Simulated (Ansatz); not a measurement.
`O[SiH2]S[SiH3]` → `O[SiH2][S]`• + `[SiH3]`•  (homolysis of the S–Si bond)

Computed with Ansatz on PBE0-D4/def2-TZVP structures; ΔE is electronic, products minus reactants. CCSD(T)/CBS adds triple-zeta CCSD(T) − MP2 to the extrapolated MP2 energy (def2 sets, frozen cores). This one scheme is used for every species. Functionals use def2-TZVPP. Open shells (•) are unrestricted, without spin–orbit coupling. Each species was taken in one conformer, which may not be the lowest.

`O[SiH2]S[SiH3]`:

```xyz
10

O     0.786    0.382   -1.762
Si   -0.507    1.011   -0.966
S    -1.467   -0.413    0.298
Si    0.236   -0.947    1.483
H     0.639   -0.406   -2.288
H     0.050    2.133   -0.182
H    -1.580    1.460   -1.887
H    -0.287   -1.502    2.754
H     1.063   -1.974    0.802
H     1.067    0.255    1.747
```

`O[SiH2][S]`•:

```xyz
6

O     1.013   -0.062   -0.885
Si   -0.306   -0.205    0.078
S    -1.137    1.612    0.769
H     1.722    0.512   -0.590
H    -0.002   -0.902    1.361
H    -1.290   -0.955   -0.733
```

`[SiH3]`•:

Cartesian coordinates in Å:
```
Si -0.215 0.259 0.024
H 0.963 0.724 -0.752
H -0.918 -0.848 -0.675
H 0.170 -0.135 1.404
```

CCSD(T)/CBS gives +92.3 kcal/mol.

(1) Another level gave +88.2 kcal/mol. Which?
A. CCSD(T)/def2-TZVPP
B. SCS-MP2/def2-TZVPP
C. HF/def2-TZVPP
D. B2PLYP/def2-TZVPP

Largest T1 diagnostic among the species: 0.015.

Results:

(1) A. CCSD(T)/def2-TZVPP 88.2, SCS-MP2/def2-TZVPP 91.2, B2PLYP 86.5, HF/def2-TZVPP 63.7 kcal/mol.

From PBE to PBE0 (25 % exact exchange), in def2-TZVPP and without D4, ΔE moves by +1.0 kcal/mol. In def2-TZVPP, CCSD(T) changes the Hartree–Fock value by +24.5 kcal/mol (the triples alone add +2.6 kcal/mol) and MP2 by +29.6 kcal/mol; breaking electron pairs costs correlation energy, which Hartree–Fock lacks.
